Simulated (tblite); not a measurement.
pinacolborane (C₆H₁₃BO₂), singlet, geometry from GFN2-xTB; GFN1-xTB (tblite 0.6.0).

Input for tblite:
```
$ tblite run mol.xyz --method gfn1 --charge 0 --spin 0 --efield 0,0,0.1 --json tblite.json --no-restart

# file mol.xyz
22

C     -1.77504489    -0.15419211     0.95810353
C     -0.76840575    -0.13730342    -0.19880335
C     -1.15823124    -1.21383039    -1.21017274
O     -0.86942477     1.14841393    -0.81692468
B      0.21679455     1.88224231    -0.47765229
O      1.13781395     1.18178064     0.22559658
C      0.73092190    -0.18813684     0.28138958
C      0.93589637    -0.71651378     1.70003172
C      1.64641146    -0.96262237    -0.67469209
H     -2.76727097     0.03377745     0.55440757
H     -1.54858855     0.63559343     1.66969349
H     -1.77551462    -1.11521817     1.46352174
H     -2.20548957    -1.08539787    -1.47234630
H     -0.57277491    -1.13035295    -2.12003870
H     -1.02218357    -2.20221407    -0.77984665
H      0.34570089     3.00142624    -0.76166501
H      0.43205319    -0.09141387     2.43008365
H      1.99904572    -0.70697816     1.92719343
H      0.56858196    -1.73602217     1.77924377
H      1.55575249    -0.57339505    -1.68547743
H      2.67628670    -0.82371634    -0.35394660
H      1.41402789    -2.02326310    -0.66707659
```

What the program printed (banner, timings and long lists left out):

```
xTB calculator
 | screened Coulomb repulsion
 | Coulomb electrostatics
 |  * isotropic Klopman-Ohno-Mataga-Nishimoto electrostatics
 |  * onsite third-order electrostatics
 | DFT-D3(BJ) dispersion correction
 | Interactions (1)
 | [1] electric field

halogen bonding energy    0.0000000000000E+00 Eh
repulsion energy          3.3340112983367E-01 Eh
dispersion energy        -1.0399692479391E-02 Eh
interaction energy        0.0000000000000E+00 Eh
number of electrons       5.2000000000000E+01 e
integral cutoff           2.1261634374110E+01 bohr

------------------------------------------------------------
  cycle        total energy    energy error   density error
------------------------------------------------------------
      1     -30.39231213106  -3.0715314E+01   3.9618235E-01
      2     -30.61472877408  -2.2241664E-01   2.2260017E-01
      3     -30.61561730314  -8.8852906E-04   6.4562992E-02
      4     -30.61987745229  -4.2601491E-03   1.2118003E-02
      5     -30.62126668651  -1.3892342E-03   1.3194882E-03
      6     -30.62127599078  -9.3042680E-06   3.2541238E-04
      7     -30.62127647865  -4.8787100E-07   1.0994244E-04
      8     -30.62127658947  -1.1082431E-07   1.4641704E-05
------------------------------------------------------------

electronic energy        -3.0944278026825E+01 Eh
total energy             -3.0621276589471E+01 Eh

Post processing:
 | Mayer-Wiberg bond orders

[Info] JSON dump of results written to 'tblite.json'
```
